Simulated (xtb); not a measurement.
Se2, charge +1, quartet, at a GFN2-xTB geometry of the parent state (a state made from the parent by changing its charge; the spin is typed, not shown lowest); GFN1-xTB in xtb 6.7.1.

xtb was given this input:
```
$ xtb mol.xyz --gfn 1 --chrg 1 --uhf 3 --json

# file mol.xyz
2

Se    -0.00000000    -0.00000000    -1.08303360
Se     0.00000000     0.00000000     1.08303360
```

**Question.** Write the output that xtb gives for this input, abridged.

**Answer.** 
```
   ID    Z sym.   atoms
    1   34 Se     1, 2

           -------------------------------------------------
          |                Calculation Setup                |
           -------------------------------------------------

           -------------------------------------------------
          |                 G F N 1 - x T B                 |
           -------------------------------------------------

          ...................................................
          :                      SETUP                      :
          :.................................................:
          :  # basis functions                  20          :
          :  # atomic orbitals                  18          :
          :  # shells                            6          :
          :  # electrons                        11          :
          :  # halogen bonds                     0          :
          :  max. iterations                   250          :
          :  Hamiltonian                  GFN1-xTB          :
          :  restarted?                      false          :
          :  GBSA solvation                  false          :
          :  PC potential                    false          :
          :  electronic temp.          300.0000000     K    :
          :  accuracy                    1.0000000          :
          :  -> integral cutoff          0.2500000E+02      :
          :  -> integral neglect         0.1000000E-07      :
          :  -> SCF convergence          0.1000000E-05 Eh   :
          :  -> wf. convergence          0.2000000E-04 e    :
          :  Broyden damping             0.4000000          :
          :  net charge                          1          :
          :  unpaired electrons                  3          :
          ...................................................

 iter      E             dE          RMSdq      gap      omega  full diag
   1     -6.0405186 -0.604052E+01  0.253E+00    3.45       0.0  T
   2     -6.0405251 -0.649839E-05  0.151E+00    3.46       1.0  T
   3     -6.0405287 -0.361102E-05  0.983E-04    3.47      71.9  T
   4     -6.0405287 -0.307310E-12  0.588E-04    3.47     120.2  T
   5     -6.0405287 -0.149214E-12  0.187E-09    3.47  100000.0  T
   6     -6.0405287 -0.248690E-13  0.165E-11    3.47  100000.0  T

   *** convergence criteria satisfied after 6 iterations ***

         :::::::::::::::::::::::::::::::::::::::::::::::::::::
         ::                     SUMMARY                     ::
         :::::::::::::::::::::::::::::::::::::::::::::::::::::
         :: total energy              -6.034162518359 Eh    ::
         :: gradient norm              0.067761276186 Eh/a0 ::
         :: HOMO-LUMO gap              3.468149926770 eV    ::
         ::.................................................::
         :: SCC energy                -6.040528685828 Eh    ::
         :: -> electrostatic           0.186619625699 Eh    ::
         :: repulsion energy           0.006827770022 Eh    ::
         :: dispersion energy         -0.000461602553 Eh    ::
         :: halogen bond corr.         0.000000000000 Eh    ::
         :: add. restraining           0.000000000000 Eh    ::
         :: total charge               1.000000000001 e     ::
         :::::::::::::::::::::::::::::::::::::::::::::::::::::

           -------------------------------------------------
          |                Property Printout                |
           -------------------------------------------------

    * Orbital Energies and Occupations

         #    Occupation            Energy/Eh            Energy/eV
      -------------------------------------------------------------
         1        2.0000           -1.3032840             -35.4642
         2        2.0000           -1.2671646             -34.4813
         3        2.0000           -0.8307681             -22.6063
         4        1.5000           -0.8047461             -21.8983
         5        1.5000           -0.8047461             -21.8983
         6        1.0000           -0.7166507             -19.5011
         7        1.0000           -0.7166507             -19.5011 (HOMO)
         8                         -0.5891986             -16.0329 (LUMO)
         9                         -0.4319476             -11.7539
        10                         -0.4319476             -11.7539
        11                         -0.4212299             -11.4622
        12                         -0.4212299             -11.4622
        13                         -0.4196383             -11.4189
        14                         -0.4196383             -11.4189
        15                         -0.3751072             -10.2072
        16                         -0.3326900              -9.0530
        17                         -0.3326900              -9.0530
        18                          0.1399085               3.8071
      -------------------------------------------------------------
                  HL-Gap            0.1274522 Eh            3.4681 eV
             Fermi-level           -0.7288354 Eh          -19.8326 eV

  Mulliken/CM5 charges         n(s)   n(p)   n(d)
     1Se    0.50000  0.50000   1.991  3.475  0.034
     2Se    0.50000  0.50000   1.991  3.475  0.034

Wiberg/Mayer (AO) data.
largest (>0.10) Wiberg bond orders for each atom

 ---------------------------------------------------------------------------
     #   Z sym  total        # sym  WBO       # sym  WBO       # sym  WBO
 ---------------------------------------------------------------------------
     1  34 Se   1.383 --     2 Se   1.383
     2  34 Se   1.383 --     1 Se   1.383
 ---------------------------------------------------------------------------

Topologies differ in total number of bonds
Writing topology from bond orders to xtbtopo.mol

 dipole moment from electron density (au)
     X       Y       Z
  -0.0000  -0.0000   0.0000  total (Debye):    0.000

           -------------------------------------------------
          | TOTAL ENERGY               -6.034162518359 Eh   |
          | GRADIENT NORM               0.067761276186 Eh/α |
          | HOMO-LUMO GAP               3.468149926770 eV   |
           -------------------------------------------------

normal termination of xtb
```
